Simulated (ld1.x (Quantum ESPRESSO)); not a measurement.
# Zr (Z = 40), ultrasoft: configuration errors across variants

```
Element                 : Zr
Generator               : ld1.x (Quantum ESPRESSO) 7.5
Type                    : ultrasoft
Functional              : LDA (PZ)
Relativity              : scalar-relativistic
Frozen core             : [Ar] 3d10
Valence charge          : 12
Reference configuration : 4s2 4p6 4d2 5s1.75 5p0.25
Partial waves           : 4s (bound): rcut 1.80, rcutus 2.45 bohr; 5s (bound): rcut 1.80, rcutus 2.45 bohr; 4p (bound): rcut 2.05, rcutus 2.40 bohr; 5p (bound): rcut 2.05, rcutus 2.40 bohr; 4d (bound): rcut 2.25, rcutus 2.85 bohr; 4d channel at 0.15 Ry: rcut 2.25, rcutus 2.85 bohr; 4f channel at 0.25 Ry: rcut 2.45, rcutus 2.70 bohr
Local potential         : all-electron potential smoothed inside 2.20 bohr (lloc = -1)
Core correction         : none
Augmentation charge     : PSQ, inside the norm-conserving radii
```

All-electron excitation energies from the reference (eV): (1) 4s2 4p6 4d2 5s2 5p0 -0.765; (2) 4s2 4p6 4d2 5s1 5p0 6.587; (3) 4s2 4p6 4d2 5s0 5p0 19.828.

The overlap operator is not positive definite (basis up to 400 Ry) in “base”, “waves 4s (bound): rcut 1.80, rcutus 2.72 bohr; 5s (bound): rcut 1.80, rcutus 2.72 bohr”, “core correction a·sin(br)/r model core inside 1.68 bohr”. Such files are unfit for use, however small their errors in these radial tests.

3 further variants failed, have other tests or another functional or relativity, and are left out.

Errors AE − PS in meV (a dash: test not solved or not reliable):

```tsv
change	(1)	(2)	(3)	bound ghosts
base	-1.0	-1.2	-3.1	not determined (overlap not positive)
waves 4s (bound): rcut 1.80, rcutus 2.72 bohr; 5s (bound): rcut 1.80, rcutus 2.72 bohr	-0.5	-2.1	-5.3	not determined (overlap not positive)
core correction a·sin(br)/r model core inside 1.68 bohr	-1.0	-1.2	-3.1	not determined (overlap not positive)
```

**Question.** Give the same row for: local potential all-electron potential smoothed inside 2.10 bohr (lloc = -2).

**Answer.** -1.0, -1.1, -3.7; bound ghosts: none.
